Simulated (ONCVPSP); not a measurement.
# An all-electron radial function and its pseudo partner (Ne (Z = 10))

Columns: radius, all-electron u(r) and pseudo u(r) of the 2p shell (level -32.30 eV) of neon in the configuration [He] 2s2 2p5; BLYP, scalar-relativistic, ONCV scheme, ONCVPSP 4.0.1.

```
r (bohr)  all-electron  pseudo
   0.060        0.0837  0.0333
   0.120        0.2532  0.1280
   0.180        0.4380  0.2703
   0.240        0.6063  0.4405
   0.300        0.7453  0.6166
   0.360        0.8525  0.7786
   0.420        0.9294  0.9109
   0.480        0.9791  1.0050
   0.540        1.0060  1.0595
   0.600        1.0142  1.0784
   0.660        1.0075  1.0687
   0.720        0.9895  1.0397
   0.780        0.9631  0.9992
   0.840        0.9307  0.9535
   0.900        0.8940  0.9066
   0.960        0.8546  0.8605
   1.020        0.8137  0.8158
   1.080        0.7721  0.7726
   1.140        0.7305  0.7305
   1.200        0.6894  0.6894
   1.260        0.6492  0.6493
   1.320        0.6103  0.6103
   1.380        0.5728  0.5728
   1.440        0.5368  0.5368
   1.500        0.5024  0.5024
   1.560        0.4697  0.4697
```

**Question.** How many radial nodes do the two functions have?

**Answer.** The all-electron 2p function has n − l − 1 = 0; the pseudo-wave has 0.

**Question.** At about which radius was the pseudo-wave matched?

**Answer.** 1.20 bohr. The columns agree to 0.0005 from 1.08 bohr on; several derivatives are matched, so the curves merge somewhat inside the radius.

**Question.** Where does each function peak?

**Answer.** Outermost all-electron maximum near 0.60 bohr, pseudo maximum near 0.60 bohr (to the table’s step).

**Question.** Is the pseudo-wave norm-conserving?

**Answer.** Yes: the ONCV scheme keeps the norm inside the radius equal to the all-electron one, which fixes the energy derivative of the logarithmic derivative at the level.
